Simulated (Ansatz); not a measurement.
Born–Oppenheimer molecular dynamics of GaH4NO (7 atoms, charge 0, multiplicity 1). It starts from a relaxed structure.

The calculation used Ansatz 0.2.0, RHF/def2-SVP.

```
ensemble                      : NVE (velocity Verlet)
time step                     : 0.5 fs
steps asked                   : 166
starting velocities drawn for : 3000 K
masses                        : H 3.016 u
seed                          : 593067
```

First frame:

```xyz
7
Properties=species:S:1:pos:R:3
Ga 0.008 -0.168 0.114
N -0.035 0.032 1.909
H -0.865 0.151 2.454
H 0.786 0.036 2.482
O 1.644 -0.352 -0.558
H 1.765 -0.469 -1.486
H -1.263 -0.181 -0.795
```

Task: How far do the bonds stretch over the last three quarters of this one trajectory? (Pairs bonded in most of those frames.)

Result: 
| bond | mean (Å) | spread (Å) | shortest | longest |
| --- | --- | --- | --- | --- |
| Ga1–N2 | 1.856 | 0.096 | 1.69 | 1.97 |
| Ga1–O5 | 1.791 | 0.012 | 1.77 | 1.81 |
| Ga1–H7 | 1.585 | 0.066 | 1.47 | 1.69 |
| N2–H3 | 1.010 | 0.041 | 0.93 | 1.07 |
| N2–H4 | 1.038 | 0.089 | 0.90 | 1.17 |
| O5–H6 | 0.952 | 0.006 | 0.94 | 0.96 |

Mean temperature of the second half: 1647 K. The conserved energy stayed within 0.87 meV per atom of its start (net change 0.19 meV per atom), so the integration is sound. Over the second half the temperature averaged 0.55 of the 3000 K drawn at the start: a run that starts near a minimum puts about half its kinetic energy into the potential. A run of 0.083 ps of so small a system gives no equilibrium averages.

Time of the run: 3.4 min on 1 thread of Arm Neoverse V2, on a shared host, peak memory 0.14 GiB.
